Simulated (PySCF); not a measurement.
Species: C₉H₉N₃.
Atom-mapped SMILES: `[CH3:1][c:2]1[cH:3][cH:4][cH:5][c:6](-[n:7]2[cH:8][cH:9][n:10][n:11]2)[cH:12]1`

Geometry (GFN2-xTB, Å), atoms numbered from 1 in this order:
```xyz
21
C9H9N3 angstrom
C     -3.1134   -1.0391    0.2777
C     -1.9143   -0.1545    0.1302
C     -2.0737    1.2058   -0.1191
C     -0.9742    2.0331   -0.2486
C      0.3072    1.5221   -0.1399
C      0.4748    0.1647    0.1032
N      1.7504   -0.4006    0.2218
C      2.9609    0.1330   -0.0848
C      3.8580   -0.8586    0.2263
N      3.1659   -1.9160    0.6963
N      1.9226   -1.6404    0.6896
C     -0.6324   -0.6668    0.2409
H     -3.6969   -0.7381    1.1472
H     -3.7563   -0.9566   -0.5974
H     -2.8183   -2.0774    0.3997
H     -3.0687    1.6158   -0.2082
H     -1.1108    3.0878   -0.4346
H      1.1572    2.1793   -0.2337
H      3.0949    1.1119   -0.4911
H      4.9244   -0.8737    0.1421
H     -0.4663   -1.7147    0.4366
```

NICS = −σ at a ghost point: NICS(0) at the centroid of the ring atoms, NICS(1) 1 Å to either side along the normal of their mean plane, zz for the tensor component along that normal. Level: GIAO PBE0/pcSseg-1 (PySCF, non-relativistic, gas phase) on the GFN2-xTB geometry, one conformer.

Ring bond lengths (Å), with Mayer bond orders in brackets: C2–C3 1.392 (1.40), C3–C4 1.382 (1.46), C4–C5 1.384 (1.44), C5–C6 1.389 (1.37), C6–C12 1.391 (1.41), C12–C2 1.385 (1.40); N7–C8 1.358 (1.17), C8–C9 1.373 (1.46), C9–N10 1.348 (1.34), N10–N11 1.273 (1.48), N11–N7 1.336 (1.16).

Give the NICS values of each ring in ppm.

```tsv
ring	type	NICS(0)	NICS(1), two faces	NICS(1)zz, two faces	rms pucker (Å)	centre to ring atoms, mean (Å)
C2–C3–C4–C5–C6–C12	6-membered carbocycle; formal bonds all aromatic	-8.1	-10.3 / -10.2	-25.0 / -25.1	0.00	1.39
N7–C8–C9–N10–N11	5-membered ring with 3 N; formal bonds all aromatic	-10.8	-11.9 / -12.0	-29.6 / -29.7	0.00	1.14
```

What can be read from them?

- C2–C3–C4–C5–C6–C12: mean NICS(1)zz -25.1 ppm, shielded, aromatic by this magnetic criterion (flat ring, no four-coordinate atom).
- N7–C8–C9–N10–N11: mean NICS(1)zz -29.7 ppm, shielded. The ring is flat and has no four-coordinate atom; by the NICS criterion it is aromatic.

How equal are the bonds by HOMA? HOMA = 1 − mean of α(R − Ropt)² over the ring bonds, with Krygowski's 1993 parameters (CC: Ropt 1.388 Å, α 257.7 Å⁻²; CN: Ropt 1.334 Å, α 93.52 Å⁻²; NN: Ropt 1.309 Å, α 130.33 Å⁻²).

- C2–C3–C4–C5–C6–C12: HOMA 1.00 = 1 − EN − GEO, with mean bond length 1.387 Å, EN = α(Ropt − mean)² = 0.000 and GEO = α × variance = 0.004. The geometric and the magnetic index point the same way.
- N7–C8–C9–N10–N11: HOMA 0.92; the largest term is that of N10–N11, α(R − Ropt)² = 0.16. The geometric and the magnetic index point the same way.

What field does 9.4 T along the ring normal induce along that normal at the first NICS(1) probe listed for ring C2–C3–C4–C5–C6–C12, 1 Å off the ring?

NICSzz × B0 = -25.0 ppm × 9.4 T = -235 μT, against the applied field.

List the ring angles and the Hirshfeld charges of the ring atoms.

- C2–C3–C4–C5–C6–C12: C2 118.8° (+0.018 e), C3 120.7° (-0.053 e), C4 120.6° (-0.045 e), C5 119.1° (-0.064 e), C6 120.3° (+0.045 e), C12 120.5° (-0.059 e); sum 720.0° against 720° for a flat convex ring.
- N7–C8–C9–N10–N11: N7 109.2° (+0.047 e), C8 104.3° (-0.024 e), C9 108.1° (-0.041 e), N10 109.2° (-0.137 e), N11 109.2° (-0.059 e); sum 540.0° against 540° for a flat convex ring.

On one thread, x86-64 server (shared host), this took 99 s. This is the whole shielding run at PBE0/pcSseg-1, SCF included.
